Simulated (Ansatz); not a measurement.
System: CCl (charge 0, doublet). SMILES: [C]Cl
Structure (B3LYP-D3(BJ)/def2-TZVP (Ansatz, a program for electronic structure) minimum search):
```
C
Cl 1 1.6564
```
Charge 0, spin multiplicity 2.

Wanted: vertical electron affinity (to the triplet state of charge -1; a negative value means that the extra electron is unbound and the number depends on the basis; each state is the SCF solution reached for its spin), in eV. Correlated levels leave the core frozen unless marked. Open shells are spin-unrestricted. No spin-orbit coupling. Non-relativistic. Anions need diffuse functions: aug- sets have them; def2-D sets add few. CBS marks a two-point X^-3 extrapolation of the correlation energy; Hartree-Fock from the larger set.

```
level              program  vertical electron affinity (eV)
-----------------  -------  -------------------------------
r2SCAN/def2-TZVPD   Ansatz                             1.01
```

Task: What does CCSD(T)/CBS(aug-cc-pV(T+d)Z,aug-cc-pV(Q+d)Z) (Ansatz) give?

Result: 0.93 eV
